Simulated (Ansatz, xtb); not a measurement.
## Relative energy of two conformers of ClH9Si3Sn

Structure a is `[SiH3][SnH]([SiH3])[SiH2]Cl`, a singlet and structure b is `[SiH3][SnH]([SiH3])[SiH2]Cl`, a singlet. Both are isolated molecules in the gas phase, relaxed with PBE0-D4/def2-SVP.

a (Å):

```xyz
14

Cl    0.2647    1.4318   -1.9107
Si   -0.1536   -1.5524    3.2287
Si    0.2122   -2.5594   -0.8853
Si    0.2305    1.3569    0.1735
Sn   -0.7781   -0.9143    0.8205
H    -0.6853   -0.5463    4.1982
H    -0.7101   -2.8963    3.5726
H     1.3353   -1.5999    3.3536
H    -2.4837   -0.8337    0.6518
H     1.7031   -2.4626   -0.8379
H    -0.1887   -3.9635   -0.5636
H    -0.2594   -2.2173   -2.2600
H     1.6390    1.4832    0.6533
H    -0.5460    2.5337    0.6632
```

b (Å):

```yaml
atoms:
  - { symbol: Cl, position_ang: [1.4531, -2.6232, -3.8801] }
  - { symbol: Si, position_ang: [-0.8294, -1.7872, -0.2030] }
  - { symbol: Si, position_ang: [-0.4519, 1.2759, -3.0720] }
  - { symbol: Si, position_ang: [2.5400, -1.4747, -2.5189] }
  - { symbol: Sn, position_ang: [0.7717, -0.0912, -1.2761] }
  - { symbol: H, position_ang: [-1.3964, -2.6525, -1.2805] }
  - { symbol: H, position_ang: [-0.0987, -2.6461, 0.7782] }
  - { symbol: H, position_ang: [-1.9473, -1.0890, 0.5022] }
  - { symbol: H, position_ang: [1.4926, 0.9257, -0.0958] }
  - { symbol: H, position_ang: [0.4979, 2.2034, -3.7592] }
  - { symbol: H, position_ang: [-1.0253, 0.3324, -4.0783] }
  - { symbol: H, position_ang: [-1.5592, 2.0770, -2.4665] }
  - { symbol: H, position_ang: [3.3012, -2.4088, -1.6375] }
  - { symbol: H, position_ang: [3.5148, -0.6498, -3.2924] }
```

Q: Which of the two would you expect CCSD(T)/def2-SVP + ΔMP2/def2-TZVPP electronic energies to favour?

A: CCSD(T)/def2-SVP + ΔMP2/def2-TZVPP gives E(b) − E(a) = −0.48 kJ/mol, slightly favouring structure b, which is too small a margin to settle the true order.

Level by level:

```
                             level          geometry  E(b) − E(a) (kJ/mol)  departure from the last row (kJ/mol)  job, with rough time for the two
                  PBE0-D4/def2-SVP  PBE0-D4/def2-SVP                   −0.70                                 −0.22             optimisation, 1.8 min
                       HF/def2-SVP  PBE0-D4/def2-SVP                   −0.04                                 +0.43           part of the CCSD(T) run
                      MP2/def2-SVP  PBE0-D4/def2-SVP                   −0.80                                 −0.32           part of the CCSD(T) run
                  CCSD(T)/def2-SVP  PBE0-D4/def2-SVP                   −0.52                                 −0.04                      single point
CCSD(T)/def2-SVP + ΔMP2/def2-TZVPP  PBE0-D4/def2-SVP                   −0.48                                                      single point, 86 s
```

The largest departure from CCSD(T)/def2-SVP + ΔMP2/def2-TZVPP is that of HF/def2-SVP, 0.43 kJ/mol. A small imaginary or near-zero mode remains, so no thermal terms are given. Levels run at GFN2-xTB geometries aren't shown. The last row adds to CCSD(T) the change of the MP2 difference between the two basis sets, here +0.04 kJ/mol.

The correlated steps freeze 24 core orbitals; the filled d shell of Sn is correlated, in a basis made for valence electrons. Atoms past krypton carry core potentials in the def2 sets and no spin–orbit term is included. Codes used: Ansatz 0.2.0, xtb 6.7.1; the last row on 2 threads of Arm Neoverse V2 on a shared host.
